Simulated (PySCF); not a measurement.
SMILES CC(C)C[SeH], GFN2-xTB optimised geometry.

```
15

C      0.84    -1.49    -0.22
C      0.35    -0.06     0.00
C      0.90     0.50     1.30
C     -1.18    -0.06     0.00
Se    -1.98     1.74     0.00
H      0.49    -2.14     0.58
H      1.93    -1.51    -0.23
H      0.49    -1.88    -1.17
H      0.70     0.56    -0.83
H      0.51     1.51     1.47
H      1.98     0.55     1.27
H      0.60    -0.12     2.14
H     -1.57    -0.54     0.90
H     -1.58    -0.58    -0.87
H     -1.40     2.14    -1.26
```

Density from CAM-B3LYP/def2-TZVP in PySCF at that geometry.

Minimum of the electron density along straight lines between bonded atoms, close to the bond critical point (lines longer than 1.1 times the sum of covalent radii, or with two minima, are not listed):

| bond | length / Å | ρ at the minimum / e bohr⁻³ | ∇²ρ there / e bohr⁻⁵ | position (fraction from the first atom) |
|---|---|---|---|---|
| C1–C2 | 1.528 | 0.248 | -0.62 | 0.50 |
| C2–C3 | 1.524 | 0.250 | -0.63 | 0.50 |
| C2–C4 | 1.524 | 0.252 | -0.64 | 0.49 |
| C4–Se5 | 1.974 | 0.144 | -0.16 | 0.48 |
| C1–H6 | 1.088 | 0.280 | -0.96 | 0.64 |
| C1–H7 | 1.087 | 0.280 | -0.97 | 0.64 |
| C1–H8 | 1.088 | 0.280 | -0.97 | 0.64 |
| C2–H9 | 1.097 | 0.279 | -0.96 | 0.64 |
| C3–H10 | 1.088 | 0.281 | -0.98 | 0.64 |
| C3–H11 | 1.087 | 0.280 | -0.97 | 0.64 |
| C3–H12 | 1.088 | 0.279 | -0.96 | 0.64 |
| C4–H13 | 1.092 | 0.281 | -0.97 | 0.65 |
| C4–H14 | 1.092 | 0.282 | -0.98 | 0.65 |
| Se5–H15 | 1.447 | 0.184 | -0.33 | 0.62 |
